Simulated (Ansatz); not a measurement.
Two isomers of C2H4FGa: A = `C=[CH][GaH][F]`, B = `C=[C](F)[GaH2]`.

Gas-phase electronic energies from Ansatz, PBE0-D4/def2-TZVP geometries. CCSD(T)/CBS is the MP2 limit (def2-TZVPP, def2-QZVPP) plus CCSD(T) − MP2 in def2-TZVPP, frozen cores. Functionals use def2-TZVPP. B3LYP here is the variant with VWN-RPA as its local correlation; programs differ in this. For Ga outer-core shells are correlated without core-valence functions, which leaves a few kJ/mol of doubt a bond. Scalar relativity is left out up to krypton. Each species was taken in one conformer, which may not be the lowest.

**Question.** Which is lower in electronic energy at CCSD(T)/CBS, and by how much? (An estimate is asked.)

**Answer.** Computed: A, by 179.1 kJ/mol.

**Question.** Give E(B) − E(A) in kJ/mol with B3LYP, B2PLYP, HF/def2-TZVPP, r2SCAN-D4, PBE-D4, BLYP-D4, ωB97M-V. (An estimate is asked.)

**Answer.** The calculation gave: B3LYP 170.0, B2PLYP 177.8, HF/def2-TZVPP 180.1, r2SCAN-D4 168.5, PBE-D4 160.3, BLYP-D4 165.9, ωB97M-V 168.2. None reverses the order clearly.

**Question.** Does the order hold for the free energy at 298.15 K (harmonic terms from PBE0-D4)? (Estimate.)

**Answer.** The calculation gave: Yes: G(B) − G(A) = +171.3 kJ/mol, for one conformer each.

Largest T1 diagnostic: 0.014.

At CCSD(T), def2-SVP lies −4.6 kJ/mol from the extrapolated value and def2-TZVPP −1.1 kJ/mol. Leaving LDA and LC-ωPBE aside and taking each functional with its dispersion term where it has one, the values spread over 17.5 kJ/mol, from PBE-D4 to B2PLYP. LDA lies −11.7 kJ/mol from PBE without D4.
